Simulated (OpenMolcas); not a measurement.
Cu2+ among 6 point charges of -2.2 e arranged as an octahedron (Oh), 1.9 Å from the ion.

- Program: OpenMolcas 26.06
- Method: CASSCF
- Basis: ANO-RCC-VDZP [5s4p2d1f]
- Scalar Hamiltonian: DKH2, point nucleus
- Active space: 9 electrons in 5 orbitals (3d)
- State averaging: 2S+1 = 2 even, 5 roots
- Spin-orbit coupling: state interaction with AMFI integrals over the reference wave functions

Q: What is the spin-free ground state (labels of O, the rotations of Oh)?

A: 2E, 2-fold in its orbital part, 100 % from free-ion D terms; it has the highest spin that d9 allows.

Q: Where is the first state of the same spin?

A: 2T2 at 4940 cm-1 above the ground state.

Q: What are the lowest two levels with spin-orbit coupling?

A: A 4-fold level Γ8, then a 2-fold level Γ7 4317 cm-1 above it. Their leading multiplicities are 2 (100 %) and 2 (100 %).

Q: What is χT at 300 K, and how does it compare with the textbook value?

A: The lowest level has 2S+1 = 2, for which the spin-only value is χT = S(S+1) / 2 = 0.375 cm3 K/mol (g = 2). The computed 0.691 at 300 K differs by +0.316, through orbital momentum, spin-orbit coupling and any other state in reach.

Q: Which ligand-field parameters describe the states?

A: The gap between the two states is 10Dq = 4945 cm-1. 

An orbital doublet at a regular site is open to a Jahn-Teller distortion, which this geometry leaves out. The ground term spreads over less than 5000 cm-1, several times less than with real ligands, so orbital moments are less quenched and χT lies further from the spin-only value than at real sites. Point charges carry no covalency, so the field is a model and not that of real ligands. No measured value stands beside these numbers.
